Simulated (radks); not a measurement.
Values are calculated unless marked as measured or tabulated.
Species: In+. Configuration: [Kr] 4d10 5s1 5d1 (not the ground configuration).

Code: a radial shooting solver on a logarithmic mesh with Libxc functionals. Model: Dirac Kohn-Sham, PBEsol, spin-unpolarised, spherical densities, finite nucleus; open shells fill j = l - 1/2 first; Fermi nuclear charge, rms radius 4.6156 fm.

Energy parts (eV):
| part | energy |
|---|---|
| total | -159995.110 |
| kinetic | 168095.856 |
| electron-nucleus | -387764.818 |
| Hartree | 63942.204 |
| exchange-correlation | -4268.352 |

Orbitals (lengths in bohr, moments of r in powers of bohr; <r^-3> diverges for s and p1/2; r(max) is where P^2 peaks):
orbital  occ.  eigenvalue (eV)  <r^-3>   r(max)
1s1/2       2        -27732.80       -  0.01922
2s1/2       2        -4161.996       -   0.1088
2p1/2       2        -3882.852       -  0.08385
2p3/2       4        -3672.146    4017  0.08828
3s1/2       2        -799.5723       -   0.3159
3p1/2       2        -686.8782       -   0.3022
3p3/2       4        -648.8211   738.9   0.3123
3d3/2       4        -449.2645   115.3   0.2564
3d5/2       6        -441.4642   107.9   0.2594
4s1/2       2        -131.7956       -   0.7699
4p1/2       2         -94.9719       -   0.7993
4p3/2       4         -88.2990   129.4   0.8242
4d3/2       4         -31.3566   13.28   0.9254
4d5/2       6         -30.4827   12.27   0.9356
5s1/2       1         -18.2916       -    2.051
5d3/2       1          -4.2941  0.4254    4.618
5d5/2       0          -4.2663  0.4021    4.656

The highest occupied level is 5d3/2 at -4.294 eV. The electron density at the nucleus is 1.745e+05 e/bohr^3. Summed over all electrons, <r^2> = 64.78 bohr^2, which gives a Langevin (diamagnetic) susceptibility term of -51.3 x 10^-6 cm^3/mol.
